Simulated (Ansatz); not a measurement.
Gas-phase electronic energies from Ansatz, PBE0-D4/def2-TZVP geometries. CCSD(T)/CBS is the MP2 limit (def2-TZVPP, def2-QZVPP) plus CCSD(T) − MP2 in def2-TZVPP, frozen cores. This one scheme is used for every species. For Ge outer-core shells are correlated without core-valence functions, which leaves a few kJ/mol of doubt a bond. Scalar relativity is left out up to krypton.

`B[S][GeH3]` + `[NH2][GeH3]` → `[GeH3][NH][GeH3]` + `BS`  (ligand exchange at a Ge–S bond)

```json
{"species": "`B[S][GeH3]`", "MP2/def2-SVP energy (Eh)": "-2500.56416"}
{"species": "`[NH2][GeH3]`", "MP2/def2-SVP energy (Eh)": "-2132.83304"}
{"species": "`[GeH3][NH][GeH3]`", "MP2/def2-SVP energy (Eh)": "-4209.33671"}
{"species": "`BS`", "MP2/def2-SVP energy (Eh)": "-424.05279"}
```

**Question.** Work out ΔE.

**Answer.** ΔE = (-4209.33671) + (-424.05279) − (-2500.56416) − (-2132.83304) = 0.00770 Eh = +0.21 eV. CCSD(T)/CBS gives +0.33 eV.

**Question.** What do rigid-rotor, harmonic-oscillator terms from PBE0-D4/def2-TZVP frequencies (298.15 K, 1 bar) make of the CCSD(T)/CBS value? (Best estimate.)

**Answer.** Computed: ΔZPE = -0.06 eV, ΔH = +0.27 eV, ΔS = -3 J/(mol·K), ΔG = +0.28 eV. Modes under 50 cm⁻¹ make the entropy rough.

Largest T1 diagnostic among the species: 0.015.

At CCSD(T), def2-SVP lies −0.14 eV from the extrapolated value and def2-TZVPP −0.03 eV. From BLYP to BHLYP (50 % exact exchange), in def2-TZVPP and without D4, ΔE moves by −0.04 eV. Leaving LDA and LC-ωPBE aside and taking each functional with its dispersion term where it has one, the values, not all of them listed here, spread over 0.11 eV, from CAM-B3LYP-D4 to PBE-D4. LDA lies −0.05 eV from PBE without D4.
